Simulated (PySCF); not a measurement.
## From computed data to an observable: dipole moment from atomic charges

BH3Se2, SMILES [SeH]B[SeH]. Atoms are numbered in the order given.

```xyz
6

B      0.0000     0.0000    -0.8522
H      0.0000     0.0000    -2.0502
Se     0.0000     1.6718     0.1245
H      0.0000     2.5249    -1.0785
Se     0.0000    -1.6718     0.1245
H      0.0000    -2.5249    -1.0785
```
Charge 0, spin multiplicity 1.

Coordinates come from a B3LYP-D3(BJ)/def2-SVP optimisation. The structure was generated by enumeration, and PubChem lists no compound with its InChIKey, so it may never have been made. Other conformers were not sampled.

Charges (e) from PBE/def2-TZVPD run with PySCF:

```json
[
 {"atom": "B1", "IAO": "-0.311", "ESP fit": "-0.148"},
 {"atom": "H2", "IAO": "0.041", "ESP fit": "0.031"},
 {"atom": "Se3", "IAO": "0.061", "ESP fit": "-0.059"},
 {"atom": "H4", "IAO": "0.075", "ESP fit": "0.118"},
 {"atom": "Se5", "IAO": "0.061", "ESP fit": "-0.059"},
 {"atom": "H6", "IAO": "0.075", "ESP fit": "0.118"}
]
```

The dipole moment of the full density is 0.85 D.

What dipole moment does each set of point charges give, and which comes closer to that of the density?


μ = Σ q r, and 1 e Å = 4.8032 D.
IAO: Σ q r = (0.000, 0.000, 0.034) e Å, |μ| = 0.17 D.
ESP fit: Σ q r = (0.000, 0.000, -0.207) e Å, |μ| = 0.99 D.
ESP fit comes closer in size. Point charges leave out the atoms' own dipoles (lone pairs, polarised bonds); fits to the potential absorb them, partitions of the density don't.
